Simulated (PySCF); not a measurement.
Species: IF5.
Bonds: I1–F2, I1–F3, I1–F4, I1–F5, I1–F6.

The closed-shell ground state was solved at several levels (PySCF, density fitting, gas phase). Isolated species at its PBE0-D3(BJ)/def2-SVP geometry, gas phase. Atoms past krypton carry effective core potentials; spin–orbit coupling is left out.

| level | basis functions | HOMO (eV) | LUMO (eV) | gap (eV) | dipole (D) |
| --- | --- | --- | --- | --- | --- |
| PBE0/pcSseg-1 (def2-TZVP on I) | 135 | -10.88 | -3.45 | 7.43 | 2.72 |
| CAM-B3LYP/def2-SVPD | 150 | -12.45 | -2.78 | 9.67 | 2.69 |

Task: Estimate the row for KT2/pcSseg-1 (def2-TZVP on I), a basis of 135 functions; the other rows only guide the guess.

Result: HOMO -9.35 eV, LUMO -4.32 eV, gap 5.03 eV, dipole 2.51 D.

Task: Over all these levels, which gives the widest orbital gap and which the narrowest?

Result: CAM-B3LYP/def2-SVPD (range-separated hybrid) has the widest, 9.67 eV, and KT2/pcSseg-1 (def2-TZVP on I) (GGA) the narrowest, 5.03 eV. Functional and basis both differ between the two, so the spread mixes both effects.

Task: How far do the dipole and the HOMO energy spread over the levels?

Result: The dipole runs from 2.51 to 2.72 D (mean 2.64 D) and the HOMO from -12.45 to -9.35 eV.
